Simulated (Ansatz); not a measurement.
Frontier orbitals of `FB[SiH2]S`.

```json
{"atom": "F1", "x (Å)": "2.185", "y (Å)": "-0.324", "z (Å)": "-0.399"}
{"atom": "B2", "x (Å)": "1.045", "y (Å)": "0.131", "z (Å)": "-0.891"}
{"atom": "Si3", "x (Å)": "-0.483", "y (Å)": "0.591", "z (Å)": "0.363"}
{"atom": "S4", "x (Å)": "-1.602", "y (Å)": "-1.243", "z (Å)": "0.518"}
{"atom": "H5", "x (Å)": "0.949", "y (Å)": "0.159", "z (Å)": "-2.089"}
{"atom": "H6", "x (Å)": "-0.066", "y (Å)": "1.087", "z (Å)": "1.702"}
{"atom": "H7", "x (Å)": "-1.444", "y (Å)": "1.547", "z (Å)": "-0.244"}
{"atom": "H8", "x (Å)": "-0.585", "y (Å)": "-1.949", "z (Å)": "1.040"}
```

Total charge 0; spin multiplicity 1. All single points use the PBE0-D4/def2-TZVP geometry. It is one conformer, not always the lowest. Basis def2-TZVPP, the Gaussian-basis code of Ansatz.

Orbital energies of one run (eV). Highest occupied ones, from the top: -7.51, -8.77, -9.87, -10.22, -11.85, -12.40, -13.73, -14.09, -15.28, -16.67, -21.16, -35.47, -101.55, -101.58. Empty: -1.78, 0.55, 0.85, 1.14, 1.63, 2.14.

(1) Which functional gave them?
A. CAM-B3LYP
B. r2SCAN0
C. PBE
D. B97M-V

Results:

(1) B. HOMO energies: r2SCAN0 -7.51, B97M-V -6.51, PBE -6.15, CAM-B3LYP -8.64 eV.
